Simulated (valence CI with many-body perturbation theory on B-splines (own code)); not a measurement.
**Hyperfine factors and g values of Ru37+**

Computed by relativistic CI+MBPT: five valence electrons over a frozen Dirac-Fock core [He], radial functions for each j: 11 s, 11 p, 10 d, 8 f, 5 g, 2 h, with the one-electron correlation potential Σ1 (screened to all orders), the two-electron term Σ2, the three-electron term Σ3, Breit, model QED; selected single and double excitations, second order for the rest, scaled by the run's own slope (own B-spline code, finite nucleus).

The last digits are not significant, and no measured levels were compared; by estimate large intervals hold to a few tenths of a per cent, small ones and those within an open d or f shell to about a per cent. Among the levels kept, up to 11000 cm⁻¹ of a level comes from second order outside the variational space, and about a tenth of that is noise between levels of different J, which matters for small intervals.

A/g_I is the dipole constant over the nuclear g factor μ/I (μ in nuclear magnetons, uniformly magnetised nucleus), B/Q the quadrupole constant per barn. Both hold the static response of the core; the bare values leave it out. Large factors of s and p1/2 electrons are usually good to 5 to 10 %; those of open d and f shells near neutrality can be off by tens of per cent, and small factors of p3/2, d and f electrons come from cancelling terms and can be off by a factor of two or in sign, in half-filled shells by more. B is blank for J = 1/2, where it vanishes, and for nearly pure S terms. Energies count from the lowest level.

Levels are named by their leading jj configuration (3d3/2^4 stands for four electrons in 3d with j = 3/2), which in mixed levels can hold well under half, so a name can repeat and another be missing. Letters in brackets count levels of one name in rising energy.

| Level | E (Ry) | g | A/g_I (MHz) | A/g_I bare | B/Q (MHz/b) | B/Q bare |
| --- | --- | --- | --- | --- | --- | --- |
| (2s^2 2p1/2^2 2p3/2) J=3/2 | 0.00 | 1.419 | 138000 | 144000 | 244000 | 245000 |
| (2s^2 2p1/2 2p3/2^2) J=3/2 | 9.05 | 1.415 | 8090 | 15000 | 70600 | 70700 |
| (2s^2 2p1/2 2p3/2^2) J=5/2 | 10.28 | 1.188 | 308000 | 311000 | -1380 | -1390 |
| (2s^2 2p1/2 2p3/2^2) J=1/2 | 11.94 | 0.650 | 926000 | 919000 |  |  |
| (2s^2 2p3/2^3) J=3/2 | 21.04 | 1.267 | 162000 | 166000 | -316000 | -317000 |
| (2s 2p1/2^2 2p3/2^2) J=5/2 | 21.16 | 1.512 | 693000 | 690000 | 133000 | 133000 |
| (2s 2p1/2^2 2p3/2^2) J=1/2 | 24.85 | 2.230 | 2660000 | 2630000 |  |  |
| (2s 2p1/2^2 2p3/2^2) J=3/2 | 24.93 | 1.280 | -280000 | -263000 | -136000 | -136000 |
| (2s 2p1/2 2p3/2^3) J=3/2 [a] | 31.65 | 1.443 | 576000 | 573000 | -225000 | -226000 |
| (2s 2p1/2 2p3/2^3) J=5/2 | 33.49 | 1.264 | 860000 | 852000 | -422000 | -423000 |
| (2s 2p1/2 2p3/2^3) J=1/2 | 35.36 | 1.488 | -589000 | -565000 |  |  |
| (2s 2p1/2 2p3/2^3) J=3/2 [b] | 36.24 | 1.110 | 70400 | 79800 | 12700 | 12700 |
| (2s 2p3/2^4) J=1/2 | 45.75 | 1.582 | 2700000 | 2650000 |  |  |
| (2p1/2^2 2p3/2^3) J=3/2 | 49.68 | 1.322 | 144000 | 153000 | -285000 | -286000 |
| (2p1/2 2p3/2^4) J=1/2 | 59.88 | 0.650 | 928000 | 916000 |  |  |
| (2s^2 2p1/2^2 3s) J=1/2 | 216.00 | 2.048 | 798000 | 789000 |  |  |
| (2s^2 2p1/2^2 3p1/2) J=1/2 | 219.67 | 0.663 | 259000 | 257000 |  |  |
| (2s^2 2p1/2^2 3p3/2) J=3/2 | 223.08 | 1.338 | 43500 | 45300 | 70000 | 70100 |
| (2s^2 2p1/2 2p3/2 3s) J=3/2 [a] | 225.26 | 1.677 | 216000 | 218000 | 186000 | 186000 |
| (2s^2 2p1/2 2p3/2 3s) J=1/2 | 225.68 | 1.283 | -312000 | -298000 |  |  |
| (2s^2 2p1/2 2p3/2 3s) J=5/2 | 226.24 | 1.357 | 430000 | 430000 | 205000 | 206000 |
| (2s^2 2p1/2 2p3/2 3s) J=3/2 [b] | 226.56 | 1.006 | 283000 | 287000 | 133000 | 133000 |
| (2s^2 2p1/2^2 3d3/2) J=3/2 | 226.86 | 0.780 | 26900 | 26600 | 10400 | 10600 |
| (2s^2 2p1/2^2 3d5/2) J=5/2 | 228.19 | 1.201 | 15100 | 15200 | 520 | 734 |
| (2s^2 2p1/2 2p3/2 3p1/2) J=1/2 | 228.91 | 1.687 | -135000 | -124000 |  |  |
| (2s^2 2p1/2 2p3/2 3p1/2) J=3/2 [a] | 229.26 | 1.149 | 209000 | 212000 | 38900 | 39000 |
| (2s^2 2p1/2 2p3/2 3p1/2) J=5/2 | 229.99 | 1.111 | 329000 | 330000 | 200000 | 200000 |
| (2s^2 2p1/2 2p3/2 3p1/2) J=3/2 [b] | 231.30 | 1.392 | 217000 | 222000 | 235000 | 236000 |
| (2s^2 2p1/2 2p3/2 3p3/2) J=5/2 [a] | 231.89 | 1.428 | 9840 | 14300 | 304000 | 305000 |
| (2s^2 2p1/2 2p3/2 3p3/2) J=1/2 [a] | 232.17 | 1.714 | -217000 | -209000 |  |  |
| (2s^2 2p1/2 2p3/2 3p3/2) J=3/2 [a] | 232.53 | 1.203 | 268000 | 268000 | -173000 | -174000 |
| (2s^2 2p1/2 2p3/2 3p3/2) J=7/2 | 232.95 | 1.257 | 215000 | 217000 | 283000 | 284000 |
| (2s^2 2p1/2 2p3/2 3p3/2) J=3/2 [b] | 233.32 | 1.366 | 86600 | 91100 | 59800 | 59900 |
| (2s^2 2p1/2 2p3/2 3p3/2) J=5/2 [b] | 233.91 | 1.193 | 285000 | 286000 | 23100 | 23100 |
| (2s^2 2p1/2 2p3/2 3p3/2) J=1/2 [b] | 234.69 | 0.685 | 917000 | 911000 |  |  |
| (2s 2p1/2^2 2p3/2 3s) J=5/2 | 235.55 | 1.733 | 759000 | 756000 | 195000 | 195000 |
| (2s^2 2p1/2 2p3/2 3d3/2) J=3/2 [a] | 236.17 | 0.940 | 57300 | 58800 | -139000 | -139000 |
| (2s^2 2p3/2^2 3s) J=5/2 | 236.26 | 1.381 | 279000 | 281000 | 70800 | 70900 |
| (2s^2 2p1/2 2p3/2 3d3/2) J=5/2 | 236.31 | 1.018 | 150000 | 152000 | -27500 | -27500 |
| (2s^2 2p1/2 2p3/2 3d3/2) J=1/2 [a] | 236.38 | 0.223 | 205000 | 198000 |  |  |

Q: Take the isotope of mass number 99, with I = 5/2, μ = -0.641 μN and Q = 0.079 b. What is the hyperfine structure of (2s^2 2p1/2 2p3/2^2) J=5/2?

A: From the table A = -79100 MHz, B = -109 MHz. Shifts from the centre of gravity in MHz: F = 0: 692000, F = 1: 613000, F = 2: 455000, F = 3: 218000, F = 4: -98800, F = 5: -494000.
